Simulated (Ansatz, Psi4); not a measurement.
CHBrCl2 (bromodichloromethane): the vertical energy of the triplet above the singlet from total energies

The species is CHBrCl2 (5 atoms), meant as a singlet with charge 0. As SMILES, `ClC(Cl)Br`. The coordinates come from a PBE0-D4/def2-TZVP relaxation.

Both states at this one shape; open shells run unrestricted unless said. 1 Eh = 27.2114 eV.

```tsv
level	program	singlet CHBrCl2 (Eh)	triplet CHBrCl2 (Eh)
revPBE/6-31G* (spherical functions)	Ansatz	-3532.497815	-3532.322375
M06-L/6-31G* (spherical functions)	Psi4	-3532.777793	-3532.597768
r2SCAN/6-31G* (spherical functions)	Ansatz	-3532.792670	-3532.612737
TPSSh/6-31G* (spherical functions)	Psi4	-3532.844269	-3532.662052
```

Work out the vertical gap, second state less first, at each level.


1. revPBE/6-31G* (spherical functions): -3532.322375 − (-3532.497815) = 0.175440 Eh = 4.77 eV.
2. M06-L/6-31G* (spherical functions): -3532.597768 − (-3532.777793) = 0.180025 Eh = 4.90 eV.
3. r2SCAN/6-31G* (spherical functions): -3532.612737 − (-3532.792670) = 0.179933 Eh = 4.90 eV.
4. TPSSh/6-31G* (spherical functions): -3532.662052 − (-3532.844269) = 0.182217 Eh = 4.96 eV.

No measured value is set beside it here; the levels span 4.77 to 4.96 eV. Spin-orbit coupling, which splits open shells on such heavy atoms by tenths of an eV, is left out. All-electron rows are non-relativistic unless named.
